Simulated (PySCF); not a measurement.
Isomers of C5H14AlN, mass 115.094 u with the commonest isotopes. The calculation used PBE0-D3(BJ)/def2-SVP geometry optimisation, gas phase in PySCF 2.14.0. One conformer each, none proved a minimum here; rigid rotors.

Task: Order these by rotational constant B, smallest first.
A. `[CH3:1][CH2:2][Al@@H-:3]([NH3+:4])[CH:5]1[CH2:6][CH2:7]1` with C1–C2–Al3–N4 54°, C2–Al3–C5–C6 120°
B. `[CH3:1][CH2:2][CH2:3][AlH:4][N:5]([CH3:6])[CH3:7]` with C1–C2–C3–Al4 -179°, C2–C3–Al4–N5 69°
C. `[CH2:1]=[CH:2][Al@H-:3]([NH3+:4])[CH:5]([CH3:6])[CH3:7]` with C1–C2–Al3–N4 117°, C2–Al3–C5–C6 -173°

Result: B (932.9 MHz), A (1050 MHz), C (1370 MHz).

Task: Order these by out-of-plane moment Σ m c² = (Ia + Ib − Ic)/2, smallest first.
A. `[CH3:1][CH2:2][Al@@H-:3]([NH3+:4])[CH:5]1[CH2:6][CH2:7]1` with C1–C2–Al3–N4 54°, C2–Al3–C5–C6 120°
B. `[CH3:1][N@@H+:2]([AlH3-:3])[CH:4]1[CH2:5][CH2:6][CH2:7]1` with C1–N2–C4–C5 169°, N2–C4–C5–C6 -143°, C4–C5–C6–C7 20°, C5–C6–C7–C4 -20°, N2–C4–C7–C6 142°
C. `[CH3:1][CH2:2][CH2:3][AlH:4][N:5]([CH3:6])[CH3:7]` with C1–C2–C3–Al4 -179°, C2–C3–Al4–N5 69°
D. `[CH2:1]=[CH:2][Al@H-:3]([NH3+:4])[CH:5]([CH3:6])[CH3:7]` with C1–C2–Al3–N4 117°, C2–Al3–C5–C6 -173°

Result: B (17.01 u·Å²), C (20.92 u·Å²), A (24.14 u·Å²), D (69.82 u·Å²).

Task: Order these by rotational constant A, smallest first.
A. `[CH3:1][CH2:2][Al@@H-:3]([NH3+:4])[CH:5]1[CH2:6][CH2:7]1` with C1–C2–Al3–N4 54°, C2–Al3–C5–C6 120°
B. `[CH2:1]=[CH:2][Al@H-:3]([NH3+:4])[CH:5]([CH3:6])[CH3:7]` with C1–C2–Al3–N4 117°, C2–Al3–C5–C6 -173°
C. `[CH3:1][N@@H+:2]([AlH3-:3])[CH:4]1[CH2:5][CH2:6][CH2:7]1` with C1–N2–C4–C5 169°, N2–C4–C5–C6 -143°, C4–C5–C6–C7 20°, C5–C6–C7–C4 -20°, N2–C4–C7–C6 142°
D. `[CH3:1][CH2:2][CH2:3][AlH:4][N:5]([CH3:6])[CH3:7]` with C1–C2–C3–Al4 -179°, C2–C3–Al4–N5 69°

Result: B (2420 MHz), C (3554 MHz), A (3850 MHz), D (4242 MHz).

| SMILES | point group | Ia (u·Å²) | Ib (u·Å²) | Ic (u·Å²) | κ | μa (D) | μb (D) | μc (D) |
| --- | --- | --- | --- | --- | --- | --- | --- | --- |
| CC[CH2][AlH][N](C)C | C1 | 119.14 | 541.75 | 619.06 | -0.93 | 0.02 | 0.85 | 0.18 |
| C=[CH][Al@H-]([NH3+])[CH](C)C | C1 | 208.81 | 368.84 | 438.00 | -0.66 | 0.41 | 3.17 | 3.77 |
| C[CH2][Al@@H-]([NH3+])[CH]1CC1 | C1 | 131.26 | 481.27 | 564.25 | -0.90 | 0.91 | 4.52 | 1.83 |
| C[N@@H+]([AlH3-])C1CCC1 | C1 | 142.22 | 372.96 | 481.16 | -0.76 | 4.58 | 3.24 | 0.90 |
